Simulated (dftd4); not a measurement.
FGa, triplet, at a GFN2-xTB geometry (such geometries of metal compounds can be far from the true shape) (the spin is typed, not shown lowest); D4 for pbe0 (dftd4 4.2.0).

Here is a job for dftd4.
```
$ dftd4 mol.xyz --func pbe0 --charge 0 --json dftd4.json --noedisp --property

# file mol.xyz
2

Ga    -0.00000000    -0.00000000    -0.43599882
F      0.00000000     0.00000000     1.50177370
```

What the program printed (banner, timings and long lists left out):

```
                    ____  _____ _____     ____  _  _
      -------------|  _ \|  ___|_   _|---|  _ \| || |------------
     |             | | | | |_    | | ___ | | | | || |_           |
     |             | |_| |  _|   | ||___|| |_| |__   _|          |
     |             |____/|_|     |_|     |____/   |_|            |
     |             ===================================           |
     |            E. Caldeweyher, S. Ehlert & S. Grimme          |
     |          Mulliken Center for Theoretical Chemistry        |
     |                    University of Bonn                     |
      -----------------------------------------------------------

Rational (Becke-Johnson) damping: pbe0-D4-ATM
---------------------
  s6         1.0000
  s8         1.2007
  s9         1.0000
  a1         0.4009
  a2         5.0293
 alp        16.0000
--------------------

Atomic data, radii in Ångström:
------------------------------------------------------
   Z          R(cov)      r4/r2   hardness         EN
------------------------------------------------------
  31 Ga       1.4933     3.2394     0.3076     1.8100
   9 F        0.8533     1.2638     0.6693     3.9800
------------------------------------------------------

Atomic reference systems (in atomic units):
----------------------------------------------------------------------------
   Z        #      CN     q+Z       C6(AA)   #      CN     q+Z       C6(AA)
----------------------------------------------------------------------------
  31 Ga     1  0.0000 31.0000     493.8971   2  0.8882 31.0287     423.7069
            3  1.7872 31.0451     253.8416
   9 F      1  0.0000  9.0000       9.7374   2  0.7408  8.7523      11.7796
----------------------------------------------------------------------------

Atomic properties (in atomic units):
----------------------------------------------------------------------------
     #    Z              CN          q      C6(AA)        C8(AA)   alpha(0)
----------------------------------------------------------------------------
     1   31 Ga       0.6729     0.3333    414.0130    46542.5832    49.9300
     2    9 F        0.6729    -0.3333     12.7723      218.5501     4.1188
----------------------------------------------------------------------------

Molecular properties (in atomic units):
----------------------------------------
 molecular C6                 543.8744
 molecular C8               51896.5481
----------------------------------------

Dispersion energy:      -5.3412150807853E-04 Eh

[Info] JSON dump of results written to 'dftd4.json'
```
